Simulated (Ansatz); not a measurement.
Ideal-gas functions of ClFHSSi, SMILES `F[SiH]([S])Cl` radical at 400 K and 1 bar, from an Ansatz frequency run at PBE0-D4/def2-TZVP.

Molar mass 115.61 g/mol, point group C1 (symmetry number 1), electronic degeneracy 2, moments of inertia 113.842, 192.707, 282.751 u Å². Harmonic wavenumbers (cm⁻¹, unscaled): 131, 206, 285, 515, 568, 735, 826, 918, 2289.

Use S(trans) = R[1.5 ln M + 2.5 ln T − 1.1517]; rotational temperatures θ = 24.2544 K / I; S(rot) = R[ln(√π/σ · √(T³/θAθBθC)) + 1.5]; for each mode x = 1.438777 ν̃/T, S = R[x/(eˣ − 1) − ln(1 − e⁻ˣ)] and H = RT x/(eˣ − 1); 1 cm⁻¹ = 0.0119627 kJ/mol; R = 8.31446 J/(mol·K).

Question: By hand: the entropy, in J/(mol·K).

Answer: Translation 174.2. Rotation: θ = 0.2131, 0.1259, 0.0858 K, giving 117.2. Vibration, mode by mode: 14.65, 10.99, 8.46, 4.28, 3.68, 2.30, 1.77, 1.36, 0.02, in all 47.5. Electronic 5.8. Sum 344.7 J/(mol·K).

Question: By hand: H − E and G − E in kJ/mol, counted from the electronic energy.

Answer: Zero-point energy ½ × 6473 × 0.0119627 = 38.7; thermal vibration 10.5; translation, rotation and pV give 4 RT = 13.3. H − E = 62.5 kJ/mol, and G − E = 62.5 − 400 × 344.7/1000 = -75.4 kJ/mol.

Vibration gives 14 % of the entropy, 14.6 J/(mol·K) of it from the mode under 150 cm⁻¹: soft modes count most, and the harmonic formula is weakest for them. The sum counts one conformer and one mirror image; others add a mixing term.
